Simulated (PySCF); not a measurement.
Species: C5H9NSi.
Geometry (PBE0-D3(BJ)/def2-SVP, Å), atoms numbered from 1 in this order:
```
atom  x, y, z in Å
C1    -2.2420    2.1707    0.0594
N2    -1.5883    1.2085   -0.4279
Si3   -0.9658   -0.1377    0.5250
C4    -1.6388   -1.7202   -0.2003
C5     0.8590   -0.1094    0.4237
C6     2.0768   -0.1134    0.3622
C7     3.5256   -0.1125    0.2871
H8    -2.4872    2.2842    1.1391
H9    -2.6185    2.9828   -0.5920
H10   -1.3711    0.0098    1.9645
H11   -1.3841   -1.7783   -1.2692
H12   -1.2080   -2.5953    0.3093
H13   -2.7344   -1.7602   -0.1004
H14    3.9143   -1.1307    0.1292
H15    3.8745    0.5148   -0.5481
H16    3.9703    0.2805    1.2148
```

Computed with PySCF at wB97X-D/def2-SVPD, non-relativistic, on one gas-phase PBE0-D3(BJ)/def2-SVP geometry that isn't relaxed in the solvent. The solvent is an IEF-PCM continuum (van der Waals radii × 1.2), and excitations are vertical TDDFT with non-equilibrium linear response and a frozen core. Specific hydrogen bonds and non-electrostatic terms are outside this model.

Gas-phase singlets (H = HOMO, L = LUMO):

```csv
state,E (eV),λ (nm),f,leading configuration
S1,4.145,299,0.000,H→L 92%
S2,5.865,211,0.001,H-1→L+2 46%
S3,6.154,201,0.006,H-1→L+1 31%
S4,6.209,200,0.001,H-2→L+1 56%
S5,6.773,183,0.035,H→L+2 81%
```

Q: How does the list change in chloroform (ε = 4.711)?

A: 
| state | E (eV) | λ (nm) | f | leading configuration | change by rank (eV) |
| --- | --- | --- | --- | --- | --- |
| S1 | 4.233 | 293 | 0.000 | H→L 92% | +0.088 |
| S2 | 5.907 | 210 | 0.001 | H-1→L+2 47% | +0.042 |
| S3 | 6.188 | 200 | 0.009 | H-1→L+1 35% | +0.034 |
| S4 | 6.248 | 198 | 0.001 | H-2→L+1 63% | +0.039 |
| S5 | 6.820 | 182 | 0.054 | H→L+2 80% | +0.047 |

Q: The ground-state energy changes by -0.173 eV from gas to chloroform. By how much does the total energy of gas-phase S1 change?

A: E(S1) = E(S0) + excitation energy, so it changes by -0.173 + 0.088 = -0.085 eV: it is lowered less than the ground state, which is what a blue shift means. This is the vertical state, with the slow part of the continuum still set for S0.

Q: How do the frontier levels move from gas to chloroform?

A: 
```csv
orbital,gas (eV),solvent (eV),change (eV),"Löwdin shares, gas","Löwdin shares, solvent"
LUMO+2,2.14,2.08,-0.06,"Si3 20 %, C5 19 %, C6 18 %, C1 9 %","C5 19 %, Si3 19 %, C6 19 %, C1 8 %"
LUMO+1,2.08,2.02,-0.06,"C6 20 %, Si3 20 %, C5 18 %, C4 10 %","C6 22 %, Si3 20 %, C5 20 %, C4 9 %"
LUMO,1.05,1.01,-0.04,"C1 39 %, N2 31 %, Si3 6 %, H9 6 %","C1 39 %, N2 31 %, Si3 6 %, H9 6 %"
HOMO,-8.86,-8.99,-0.13,"N2 56 %, C1 15 %, Si3 9 %, H8 6 %","N2 55 %, C1 16 %, Si3 9 %, H8 6 %"
HOMO-1,-9.41,-9.52,-0.11,"C5 37 %, C6 35 %, C7 7 %, Si3 6 %","C5 36 %, C6 34 %, C7 7 %, Si3 6 %"
HOMO-2,-9.59,-9.72,-0.13,"C5 40 %, C6 37 %, C7 8 %, N2 4 %","C5 40 %, C6 36 %, C7 8 %, N2 4 %"
HOMO-3,-10.92,-10.97,-0.05,"C4 26 %, N2 19 %, Si3 16 %, C1 14 %","C4 27 %, N2 18 %, Si3 16 %, C1 13 %"
```

The HOMO–LUMO gap goes from 9.91 to 10.00 eV.

Time: 27 s wall; peak memory 1.0 GiB. Hardware: one thread of an Intel Xeon 6975P-C, no GPU, shared host. This is the whole response run at wB97X-D/def2-SVPD in chloroform, SCF included.

Note: wB97X-D ran without an empirical dispersion term, which enters the total energy and its gradient alone.
